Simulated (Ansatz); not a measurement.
F₂HO₂Si (`[O][Si](O)(F)F`) radical, charge 0, multiplicity 2.

(1) Give a relaxed structure at PBE0-D4/def2-TZVP (Ansatz 0.2.0). (Estimate.)

Results:

(1) Computed: 
Z-matrix (Å, degrees):
```
Si
O 1 1.610
F 1 1.568 2 107.3
O 1 1.650 2 107.3 3 -121.9
F 1 1.574 2 114.6 3 118.6
H 2 0.959 1 119.4 3 -178.7
```
